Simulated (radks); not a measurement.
Values are calculated unless marked as measured or tabulated.
Hg2+, configuration [Xe] 4f14 5d10. Code: a radial shooting solver on a logarithmic mesh with Libxc functionals. Model: scalar-relativistic Kohn-Sham, exchange-only LDA, spin-unpolarised, spherical densities, finite nucleus; Fermi nuclear charge, rms radius 5.4648 fm.

Unscreened Slater integrals over Kohn-Sham orbitals (eV). Empty in this configuration: 6s.

integral,value
"F0(5d,5d)",16.991
"F2(5d,5d)",8.7523
"F4(5d,5d)",5.7804
"F0(5d,5p)",19.460
"F2(5d,5p)",9.5560
"G1(5d,5p)",11.480
"G3(5d,5p)",7.0946
"F0(5d,4f)",22.146
"F2(5d,4f)",5.0834
"F4(5d,4f)",2.3485
"G1(5d,4f)",1.5782
"G3(5d,4f)",1.5183
"G5(5d,4f)",1.2239
"F0(5d,5s)",20.251
"G2(5d,5s)",7.4751
"F0(5d,6s)",12.082
"G2(5d,6s)",2.9120
"F0(5p,5p)",23.562
"F2(5p,5p)",12.673
"F0(5p,4f)",29.108
"F2(5p,4f)",8.9892
"G2(5p,4f)",3.3067
"G4(5p,4f)",2.8315
"F0(5p,5s)",25.118
"G1(5p,5s)",16.704
"F0(5p,6s)",12.725
"G1(5p,6s)",0.96109
"F0(4f,4f)",51.504
"F2(4f,4f)",25.685
"F4(4f,4f)",16.379
"F6(4f,4f)",11.862
"F0(4f,5s)",32.652
"G3(4f,5s)",4.3562
"F0(4f,6s)",13.487
"G3(4f,6s)",0.36641
"F0(5s,5s)",27.128
"F0(5s,6s)",12.915
"G0(5s,6s)",0.53054
"F0(6s,6s)",10.293
